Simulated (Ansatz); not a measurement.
`CC(C)B(O)O` + `N[SiH2]CCl` → `CN[SiH2]CCl` + `CCB(O)O`  (substitution at a C–C bond)

Computed with Ansatz on PBE0-D4/def2-TZVP structures; ΔE is electronic, products minus reactants. CBS: MP2 limit from def2 TZ/QZ plus the TZ coupled-cluster correction, frozen cores. Functionals use def2-TZVPP. Each species was taken in one conformer, which may not be the lowest.

```json
{"level": "r2SCAN-D4", "ΔE (kJ/mol)": "34.7"}
{"level": "SCS-MP2/def2-QZVPP", "ΔE (kJ/mol)": "36.6"}
{"level": "HF/CBS(def2)", "ΔE (kJ/mol)": "27.9"}
{"level": "CCSD/CBS(def2)", "ΔE (kJ/mol)": "36.4"}
```

(1) What does CCSD(T)/CBS give? (An estimate is asked.)

Largest T1 diagnostic among the species: 0.011.

Results:

(1) Ansatz gave: +37.4 kJ/mol. The listed levels differ from it by -2.7, -0.8, -9.5, -1.0 kJ/mol.

In def2-TZVPP, CCSD(T) changes the Hartree–Fock value by +8.5 kJ/mol (the triples alone add +1.1 kJ/mol) and MP2 by +11.5 kJ/mol.
